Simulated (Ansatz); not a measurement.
Consider the formal exchange of groups at the Si–S bond: `N[SiH](O)S` + `[NH2][GeH3]` → `[NH2][GeH2][SiH](N)O` + H₂S.

Computed with Ansatz on PBE0-D4/def2-TZVP structures; ΔE is electronic, products minus reactants. CCSD(T)/CBS adds triple-zeta CCSD(T) − MP2 to the extrapolated MP2 energy (def2 sets, frozen cores). This one scheme is used for every species. Functionals use def2-TZVPP. B3LYP here is the variant with VWN-RPA as its local correlation; programs differ in this. For Ge outer-core shells are correlated without core-valence functions, which leaves a few kJ/mol of doubt a bond. Scalar relativity is left out up to krypton. Each species was taken in one conformer, which may not be the lowest.

```
         level  ΔE (kcal/mol)
       PBE0-D4           13.9
        B2PLYP           14.9
         B3LYP           14.3
CCSD/CBS(def2)           14.6
```

What does CCSD(T)/CBS give? (Estimate.)

Computed: +14.4 kcal/mol. The listed levels differ from it by -0.5, 0.5, -0.1, 0.2 kcal/mol.

Largest T1 diagnostic among the species: 0.011.

From PBE to PBE0 (25 % exact exchange), in def2-TZVPP and without D4, ΔE moves by +1.1 kcal/mol. The D4 term adds −0.7 kcal/mol with B3LYP and −0.5 kcal/mol with PBE0; it sums over pairs of atoms, weighted by their polarisabilities, and B3LYP, whose exchange is more repulsive, gets the larger term.
